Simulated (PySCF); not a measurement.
BeCl, SMILES [Be+][Cl], charge +1.

Geometry: B3LYP-D3(BJ)/def2-TZVPD. The multiplicity is an assumed one; other spin states were not compared.

Level of theory: PySCF with TDA-CAM-B3LYP/def2-TZVPD.

Vertical excitations; the highest root listed may be one member of a degenerate set. Gas-phase values at a fixed geometry. State labels are in the subgroup C2v.

List the lowest excited states. (An estimate is asked for; the answer gives what the named calculation found.)


```tsv
state	symmetry	energy (eV)	λ (nm)	f	main pairs
S1	B2	3.86	321	0.014	HOMO→LUMO (degenerate set)
S2	B1	3.86	321	0.014	HOMO−1→LUMO (degenerate set)
S3	A1	5.95	208	0.028	HOMO−2→LUMO 93 %
S4	A2	6.78	183	0.000	HOMO−1→LUMO+2 49 %, HOMO→LUMO+1 49 %
S5	A1	6.89	180	0.000	HOMO→LUMO+2, HOMO−1→LUMO+1 (degenerate set)
S6	A2	6.89	180	0.000	HOMO→LUMO+1, HOMO−1→LUMO+2 (degenerate set)
S7	B1	9.21	135	0.065	HOMO−2→LUMO+1 (degenerate set)
S8	B2	9.21	135	0.065	HOMO−2→LUMO+2 (degenerate set)
S9	A1	9.32	133	0.628	HOMO−1→LUMO+1 43 %, HOMO→LUMO+2 43 %
S10	B1	10.90	114	0.162	HOMO−1→LUMO+3 97 %
T1	B1	3.65	340	0	HOMO−1→LUMO (degenerate set)
T2	B2	3.65	340	0	HOMO→LUMO (degenerate set)
T3	A1	5.44	228	0	HOMO−2→LUMO 92 %
T4	A1	6.25	198	0	HOMO→LUMO+2 46 %, HOMO−1→LUMO+1 46 %
```
Triplets are in the Tamm–Dancoff approximation.
